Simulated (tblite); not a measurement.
Compound: C₅H₉F₃P (charge +1).
Geometry (GFN2-xTB, Å), atoms numbered from 1 in this order:
```
atom  x, y, z in Å
C1     2.1980    0.9818   -0.4279
C2     1.4646   -0.2876   -0.8633
P3    -0.1113   -0.4644    0.0097
C4    -0.9782   -2.0120   -0.3117
C5    -1.1643    0.9303   -0.4733
F6    -0.8407    1.5231   -1.6235
C7    -2.2013    1.3055    0.2791
F8    -2.4349    0.6278    1.3912
F9    -3.0472    2.2645    0.0808
H10    3.1505    1.0415   -0.9479
H11    1.6308    1.8765   -0.6753
H12    2.3992    0.9771    0.6415
H13    1.2505   -0.2674   -1.9384
H14    2.0629   -1.1801   -0.6542
H15    0.0714   -0.3189    1.3684
H16   -1.2044   -2.0943   -1.3773
H17   -0.3465   -2.8503   -0.0142
H18   -1.9078   -2.0469    0.2597
```

The geometry is computed with GFN2-xTB (gas phase).

Masses are those of the commonest isotopes; rigid-rotor values at the optimised geometry. The values belong to one conformer with, in the numbering `[CH3:1][CH2:2][P@H+:3]([CH3:4])[C:5]([F:6])=[C:7]([F:8])[F:9]`, C1–C2–P3–C4 -174°, C2–P3–C5–F6 21°.

What are A, B and C (cm⁻¹)?

Ia = 268.98, Ib = 547.10, Ic = 676.78 u·Å²; 505379 MHz·u·Å²/I gives 1879, 923.7 and 746.7 MHz, that is A = 0.06267, B = 0.03081, C = 0.02491 cm⁻¹.

Classify the top.

An asymmetric top. Ray's parameter κ = (2B − A − C)/(A − C) = -0.687; −1 is the prolate and +1 the oblate limit.

Is it planar, by Δ = Ic − Ia − Ib?

Not planar: Δ = Ic − Ia − Ib = -139.31 u·Å². For a rigid frame Δ = −2 Σ m c², so Σ m c² = 69.65 u·Å² lies off the ab plane: 13.16 from hydrogen and 56.49 from heavier atoms. The atom farthest from that plane is 1.97 Å away.

List the rotational levels J(Ka,Kc) to J = 2 (K).

Above 0(0,0), as E/k:
J = 1: 1(0,1) 0.080, 1(1,1) 0.126, 1(1,0) 0.135
J = 2: 2(0,2) 0.239, 2(1,2) 0.278, 2(1,1) 0.303, 2(2,1) 0.441, 2(2,0) 0.442
Those of J = 1 are B + C, A + C and A + B.

Its GFN2-xTB frequencies are all real (lowest 24 cm⁻¹). Zero-point vibration and centrifugal distortion are left out.

The run took 3.2 s wall, 2.9 s CPU on one thread, Intel Xeon at 2.50 GHz (x86_64) (shared host). These figures are those of the optimisation.
